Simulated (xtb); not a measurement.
Al(H)2(SMe) (CH5AlS), SMILES C[S][AlH2]. All values are semi-empirical tight-binding results from xtb (GFN2-xTB unless named), good for trends rather than for accurate numbers. Coordinates come from a GFN2-xTB optimisation.

Optimised geometry:

```xyz
8

Al     0.0629     0.2647     1.4274
H     -0.8043     0.7824     2.5847
H      1.5393    -0.0983     1.7067
S     -0.6774     0.0184    -0.6224
C      0.9310    -0.4603    -1.3812
H      1.1884     0.2886    -2.1231
H      0.7987    -1.4252    -1.8591
H      1.7129    -0.5217    -0.6196
```

For metal compounds this method's bond lengths and energies can be far off.

```json
{
  "orbital_gap": "4.02 eV",
  "zero_point_energy": "31.5 kcal/mol",
  "G − E(el) at 298.15 K (modified RRHO)": "13.2 kcal/mol"
}
```

Computed atomic charges and the Wiberg bond orders between heavy atoms:
charges (e) Al1 0.43, H2 -0.15, H3 -0.18, S4 -0.27, C5 -0.05, H6 0.07, H7 0.07, H8 0.08. Bond orders Al1–S4 1.23, S4–C5 0.96.
